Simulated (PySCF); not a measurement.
Cd(Et) (C2H5Cd), SMILES C[CH2][Cd] (connectivity only; charge and spin as stated), neutral, multiplicity 2.

Geometry optimised at PBE0-D3(BJ)/def2-TZVP. The spin state was assumed, not searched. The isomer is the one that the SMILES or the coordinates give; other isomers of the formula were not compared. The def2 effective core potentials stand for the cores of Cd; spin–orbit coupling is left out.

Two levels are set side by side: PBE/def2-TZVPD (PySCF) and ωB97X/def2-TZVPD (PySCF). Same geometry, gas phase. Differences are taken from unrounded values.

```tsv
quantity	PBE
α-spin orbital gap (eV)	2.81
β-spin orbital gap (eV)	3.14
dipole moment (D)	0.70
mean polarisability (bohr³)	81.1
```

Q: These are the PBE values. What does ωB97X give? (An estimate is asked for; the answer gives what the named calculation found.)

A: 
| quantity | ωB97X | PBE minus ωB97X |
|---|---|---|
| α-spin orbital gap (eV) | 7.94 | -5.14 |
| β-spin orbital gap (eV) | 8.15 | -5.01 |
| dipole moment (D) | 0.78 | -0.08 |
| mean polarisability (bohr³) | 84.9 | -3.8 |

Rough cost on one machine, each run with all the roots and properties that it gave: ωB97X against PBE within a factor of 2.
